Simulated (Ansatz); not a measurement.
This geometry of AlBH4OS (8 atoms, charge 0, multiplicity 1) is a first-order saddle point.

All numbers below come from RKS PBE0-D4/def2-SVP (Ansatz 0.2.0).

```xyz
8
Properties=species:S:1:pos:R:3
B -1.385 0.225 -1.306
O -0.558 0.233 -0.257
Al 0.526 0.259 1.054
S 2.630 -0.260 0.692
H -1.993 -0.791 -1.582
H -1.522 1.234 -1.971
H -0.067 0.669 2.450
H 2.369 -1.569 0.920
```

(1) Which two structures does it join? (They come from a converged band through this point; their orientation in space is the band's.)

(2) How far does it lie above each of them?

Answers

(1) No bond is made or broken. The dihedral O2–Al3–S4–H8 goes from -1 to 180°.

First end point:

```xyz
8
Properties=species:S:1:pos:R:3
B -1.325 -0.145 -1.203
O -0.531 0.117 -0.160
Al 0.464 0.471 1.176
S 2.491 -0.318 1.184
H -1.984 -1.167 -1.214
H -1.375 0.640 -2.131
H -0.089 1.344 2.358
H 2.349 -0.941 -0.009
```

Last end point:

```xyz
8
Properties=species:S:1:pos:R:3
B -1.517 -0.169 -1.360
O -0.636 0.033 -0.375
Al 0.497 0.277 0.869
S 2.469 -0.589 0.567
H -2.235 -1.150 -1.331
H -1.589 0.631 -2.273
H 0.089 1.094 2.149
H 2.922 -0.128 1.755
```

(2) 0.206 eV above the first and 0.209 eV above the second. This is the barrier of this one path; another mechanism may lie lower.

The run took 2.5 min on 1 thread of Arm Neoverse V1, on a shared host, peak memory 0.16 GiB.
